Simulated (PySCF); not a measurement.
Al(Me)2(OH) (C₂H₇AlO), SMILES [CH3][Al]([CH3])[OH].

Geometry: TPSSh-D3(BJ)/def2-SVP. The isomer is the one that the SMILES or the coordinates give; other isomers of the formula were not compared. Other conformers were not sampled.

These are CAM-B3LYP/def2-TZVP in PySCF values and carry that method's errors.

* **total energy**: -398.15796 hartree
* **point group**: Cs
* **highest occupied level**: -9.02 eV
* **lowest empty level**: 0.89 eV
* **orbital gap**: 9.92 eV
* **dipole moment**: 1.35 D
* **quadrupole, principal values (traceless, Buckingham form, about the centre of nuclear charge)**: -7.40, 3.58, 3.83 D·Å
* **mean static polarisability**: 52.8 bohr³ (7.82 Å³)
* **polarisability, principal values**: 44.7, 53.8, 59.9 bohr³
